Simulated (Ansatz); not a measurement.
Abridged output of a molecular run in Ansatz:

```
Functional definition: HF
1073 factors; integrals over basis functions are off by at most 1.2e-3 eV
mean field evaluation 1: about -23181.9009 eV, gradient 3.0e1 eV
mean field evaluation 2: about -23181.9505 eV, gradient 3.0e1 eV
mean field evaluation 4: about -23184.8231 eV, gradient 3.5e0 eV
mean field evaluation 8: about -23184.8711 eV, gradient 2.1e-1 eV
mean field -23184.87137283 eV, -852.0283076813 hartree, gradient 1.2e-6 eV, S^2 0.000000; 0 other end points of the search recorded, 0 dependent functions left out
13 core orbitals not correlated: weight in the atoms' cores, before any rotation towards them, 1.000 or more for the frozen orbitals, at most 0.000 for the correlated occupied ones
reference -23184.87137283 eV, -852.0283076813 hartree; 14, 14 occupied and 81, 81 virtual orbitals, 1073 factors
second order -16.06862371 eV of doubles, -0.00000000 eV of singles
cycle   1  -17.09670236 eV  change    -1.0e0 eV  update   9.0e-2
cycle   2  -17.56195200 eV  change   -4.7e-1 eV  update   2.6e-2
cycle   3  -17.62940721 eV  change   -6.7e-2 eV  update   1.1e-2
cycle   4  -17.62628327 eV  change    3.1e-3 eV  update   2.9e-3
cycle   5  -17.62595250 eV  change    3.3e-4 eV  update   1.2e-3
cycle   6  -17.62574957 eV  change    2.0e-4 eV  update   4.3e-4
cycle   7  -17.62566416 eV  change    8.5e-5 eV  update   1.5e-4
cycle   8  -17.62569314 eV  change   -2.9e-5 eV  update   5.2e-5
cycle   9  -17.62568617 eV  change    7.0e-6 eV  update   1.8e-5
perturbative correction -0.56507667 eV, -0.0207661846 hartree
Total energy: -23203.06213567 eV, -852.6968058853 hartree
```

Its atoms:

Cartesian coordinates in Å:
```
B 0.057 1.573 -0.377
C 0.283 0.455 0.599
C -0.728 -0.684 0.882
Si 0.378 -1.083 -0.503
Cl -0.296 -1.172 -2.420
H -0.950 1.623 -1.027
H 0.915 2.389 -0.552
H 1.154 0.478 1.253
H -1.760 -0.439 0.648
H -0.612 -1.196 1.831
H 1.559 -1.944 -0.335
```

(1) Which basis set was used?
A. def2-SVPD
B. def2-TZVPPD
C. def2-SVP
D. cc-pV(Q+d)Z

(2) Write the keys of the input that set method, charge and spin (a neutral closed shell needs none for the last two).

## Answers

(1) C. It gives 108 functions.

(2) 
```yaml
correlation: {method: ccsd_t}
```
